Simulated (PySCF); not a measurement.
## Te: electron affinity

Te- [Kr] 4d10 5s2 5p5 (2P) → Te [Kr] 4d10 5s2 5p4 (3P), as a difference of total energies. Computed with PySCF 2.14 in dyall-av2z (22s16p12d, 130 functions), with the non-relativistic Hamiltonian (point nucleus). Correlated levels: valence: [Kr] 4d10 frozen; virtual orbitals above 40 to 60 times the deepest correlated orbital energy dropped. The calculations carry no spin-orbit coupling.

```csv
method,electron affinity (eV),difference from reference (eV)
UHF,1.194,-0.777
MP2 (valence),1.807,-0.164
SCS-MP2 (valence),1.791,-0.180
CCSD (valence),1.787,-0.184
CCSD(T) (valence),1.824,-0.147
```

Reference: 1.971 eV (measured; photodetachment measurements, as compiled on the Wikipedia data page of electron affinities).

These non-relativistic numbers lack the scalar-relativistic shift.

The reference lies between the lowest fine-structure levels, while these numbers refer to the centres of the terms.
